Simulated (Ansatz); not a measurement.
Reaction (hydrogenolysis of a C–C bond): `CCC#CCCCC` + H₂ → `CCC#CCCC` + CH₄

Computed with Ansatz on PBE0-D4/def2-TZVP structures; ΔE is electronic, products minus reactants. CBS: MP2 limit from def2 TZ/QZ plus the TZ coupled-cluster correction, frozen cores. This one scheme is used for every species. Functionals use def2-TZVPP. B3LYP here is the variant with VWN-RPA as its local correlation; programs differ in this. HSE06 is defined as in plane-wave codes. Each species was taken in one conformer, which may not be the lowest.

`CCC#CCCCC`:

```xyz
22

C    -1.411    2.999    0.284
C    -2.472    1.901    0.270
C    -1.906    0.572    0.100
C    -1.412   -0.515   -0.047
C    -0.793   -1.822   -0.206
C     0.670   -1.852    0.241
C     1.571   -0.941   -0.574
C     3.013   -0.967   -0.100
H    -1.874    3.979    0.414
H    -0.703    2.842    1.100
H    -0.849    3.005   -0.651
H    -3.190    2.091   -0.536
H    -3.048    1.931    1.202
H    -0.859   -2.127   -1.257
H    -1.365   -2.561    0.364
H     1.031   -2.885    0.171
H     0.724   -1.572    1.298
H     1.522   -1.238   -1.628
H     1.181    0.081   -0.526
H     3.433   -1.975   -0.159
H     3.090   -0.639    0.941
H     3.645   -0.309   -0.702
```

H₂:

Cartesian coordinates in Å:
```
H -0.237 0.077 0.277
H 0.237 -0.077 -0.277
```

`CCC#CCCC`:

```xyz
19

C     1.486   -2.587   -0.010
C     0.298   -2.408   -0.952
C    -0.337   -1.107   -0.817
C    -0.847   -0.025   -0.686
C    -1.437    1.294   -0.521
C    -0.462    2.322    0.060
C     0.020    1.962    1.452
H     1.173   -2.487    1.031
H     1.935   -3.574   -0.141
H     2.251   -1.833   -0.204
H    -0.444   -3.191   -0.762
H     0.625   -2.545   -1.988
H    -1.806    1.646   -1.491
H    -2.315    1.218    0.132
H    -0.962    3.295    0.076
H     0.392    2.417   -0.618
H     0.529    0.995    1.450
H    -0.817    1.896    2.154
H     0.718    2.711    1.835
```

CH₄:

Z-matrix (Å, degrees):
```
C
H 1 1.090
H 1 1.090 2 109.5
H 1 1.090 2 109.5 3 -120.0
H 1 1.090 2 109.5 3 120.0
```

| level | ΔE (kJ/mol) | difference from CCSD(T)/CBS |
| --- | --- | --- |
| LDA (SPW92) | -63.4 | 3.5 |
| PBE-D4 | -67.4 | -0.5 |
| revPBE-D4 | -62.4 | 4.5 |
| BLYP-D4 | -69.5 | -2.6 |
| r2SCAN-D4 | -69.8 | -2.9 |
| B97M-V | -75.4 | -8.5 |
| PBE0-D4 | -69.4 | -2.5 |
| B3LYP-D4 | -71.9 | -5.0 |
| r2SCANh-D4 | -70.3 | -3.4 |
| r2SCAN0-D4 | -70.9 | -4.0 |
| HSE06-D4 | -69.6 | -2.7 |
| BHLYP-D4 | -74.8 | -7.9 |
| CAM-B3LYP-D4 | -72.7 | -5.8 |
| ωB97M-V | -69.1 | -2.2 |
| B2PLYP | -74.8 | -7.9 |
| PBE-QIDH | -70.1 | -3.2 |
| revPBE | -76.3 | -9.4 |
| BLYP | -80.0 | -13.1 |
| PBE0 | -73.9 | -7.0 |
| B3LYP | -79.8 | -12.9 |
| r2SCANh | -72.1 | -5.2 |
| r2SCAN0 | -72.9 | -6.0 |
| HSE06 | -73.8 | -6.9 |
| CAM-B3LYP | -77.3 | -10.4 |
| LC-ωPBE | -73.6 | -6.7 |
| RPA@PBE/def2-TZVPP | -65.4 | 1.5 |
| MP2/def2-SVP | -65.7 | 1.2 |
| CCSD/def2-SVP | -71.3 | -4.4 |
| CCSD(T)/def2-SVP | -68.1 | -1.2 |
| HF/def2-TZVPP | -86.2 | -19.3 |
| MP2/def2-TZVPP | -65.0 | 1.9 |
| SCS-MP2/def2-TZVPP | -68.3 | -1.4 |
| CCSD/def2-TZVPP | -71.5 | -4.6 |
| CCSD(T)/def2-TZVPP | -68.0 | -1.1 |
| HF/def2-QZVPP | -86.0 | -19.1 |
| MP2/def2-QZVPP | -64.3 | 2.6 |
| SCS-MP2/def2-QZVPP | -67.7 | -0.8 |
| HF/CBS(def2) | -86.0 | -19.1 |
| MP2/CBS(def2) | -64.0 | 2.9 |
| CCSD/CBS(def2) | -70.4 | -3.5 |
| CCSD(T)/CBS | -66.9 | 0 |

Largest T1 diagnostic among the species: 0.010.

The D4 term adds +7.9 kJ/mol with B3LYP and +4.5 kJ/mol with PBE0; it sums over pairs of atoms, weighted by their polarisabilities, and B3LYP, whose exchange is more repulsive, gets the larger term. Leaving LDA and LC-ωPBE aside and taking each functional with its dispersion term where it has one, the values spread over 13.1 kJ/mol, from B97M-V to revPBE-D4. LDA lies +9.2 kJ/mol from PBE without D4. In def2-TZVPP, CCSD(T) changes the Hartree–Fock value by +18.2 kJ/mol (the triples alone add +3.5 kJ/mol) and MP2 by +21.2 kJ/mol.

CCSD(T)/CBS has its own doubt, a few kJ/mol and more with outer-core shells, so smaller differences from it don't rank the levels.
